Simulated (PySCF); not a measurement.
Can point charges reproduce the dipole moment of `COC1(CC#N)C=C1`?

Coordinates (GFN2-xTB, Å) and charges (e) from the PBE0/pcSseg-1 density (PySCF):

| atom | x | y | z | Mulliken | IAO | Hirshfeld | ESP-fitted |
| --- | --- | --- | --- | --- | --- | --- | --- |
| C1 | -1.490 | -1.243 | 0.217 | -0.0225 | -0.2039 | -0.0454 | -0.1027 |
| O2 | -1.143 | -0.224 | -0.697 | -0.4881 | -0.4015 | -0.1556 | -0.3763 |
| C3 | -0.060 | 0.572 | -0.297 | +0.0111 | +0.2121 | +0.0727 | +0.4196 |
| C4 | 1.286 | 0.075 | -0.846 | -0.0760 | -0.3266 | -0.0558 | -0.5973 |
| C5 | 1.809 | -0.993 | -0.035 | +0.0397 | +0.1422 | +0.0849 | +0.4994 |
| N6 | 2.207 | -1.832 | 0.632 | -0.2601 | -0.2597 | -0.2344 | -0.5146 |
| C7 | -0.117 | 1.327 | 0.994 | -0.0484 | -0.1702 | -0.0427 | -0.2044 |
| C8 | -0.299 | 2.031 | -0.089 | -0.0036 | -0.1424 | -0.0361 | -0.2486 |
| H9 | -2.347 | -1.758 | -0.213 | +0.1217 | +0.1596 | +0.0517 | +0.1159 |
| H10 | -0.668 | -1.952 | 0.357 | +0.1193 | +0.1365 | +0.0330 | +0.0935 |
| H11 | -1.767 | -0.820 | 1.189 | +0.0929 | +0.1230 | +0.0336 | +0.0749 |
| H12 | 1.141 | -0.290 | -1.867 | +0.1769 | +0.1883 | +0.0662 | +0.2190 |
| H13 | 2.009 | 0.894 | -0.856 | +0.1594 | +0.1823 | +0.0652 | +0.2118 |
| H14 | -0.057 | 1.263 | 2.053 | +0.0915 | +0.1813 | +0.0805 | +0.1967 |
| H15 | -0.509 | 2.957 | -0.564 | +0.0862 | +0.1791 | +0.0821 | +0.2131 |

Form Σ q r in debye for every column and set it beside the full dipole.

The full density gives (-1.22, 3.06, -0.54) D, 3.34 D in size; dipole vectors point from the negative to the positive end.

```tsv
scheme	μx	μy	μz	size (D)	share of the full size (%)	angle to the full dipole (°)
Mulliken	-0.28	2.12	-0.09	2.14	64	16
IAO	-0.61	2.30	0.23	2.39	72	16
Hirshfeld	-1.06	2.62	-0.41	2.85	86	1
ESP-fitted	-1.22	3.05	-0.54	3.33	100	0
```

Which set comes closest?

Length of the difference vector: ESP-fitted 0.01 D, Hirshfeld 0.49 D, IAO 1.24 D, Mulliken 1.40 D. Closest: ESP-fitted. ESP charges are fitted to the potential around the molecule, whose slowest-falling term is the dipole's. The schemes that divide the density aren't constrained to reproduce the dipole.

What is left for the Hirshfeld atoms' own dipoles?

The shares of the density sum to the whole, so what Σ q r misses lies in dipoles about the nuclei. The atomic dipoles sum to (-1.22, 3.06, -0.54) − (-1.06, 2.62, -0.41) = (-0.16, 0.44, -0.13) D, 0.49 D in size.

With the origin at the mean of the coordinates, (0.000, 0.001, -0.001) Å, which are the largest single terms, by size, of the IAO dipole along the direction of the full one?

N6 +3.23, H15 +2.57, C8 -1.36, C5 -1.07, H10 -1.05 D; all 15 atoms together +2.29 D. The single terms depend on the origin, their sum doesn't.

Give the size of the full dipole in other units.

3.34 D = 1.312 au = 0.695 e·Å = 11.13 × 10⁻³⁰ C·m.

Isolated species at its GFN2-xTB geometry (one conformer only).

The run behind these numbers computed NMR shieldings as well. On one thread, Arm Neoverse N1, no GPU, shared host, this took 36 s wall.

Shape of the structure used: `[CH3:1][O:2][C:3]1([CH2:4][C:5]#[N:6])[CH:7]=[CH:8]1`: C1–O2–C3–C4 93°, O2–C3–C4–C5 -82°.
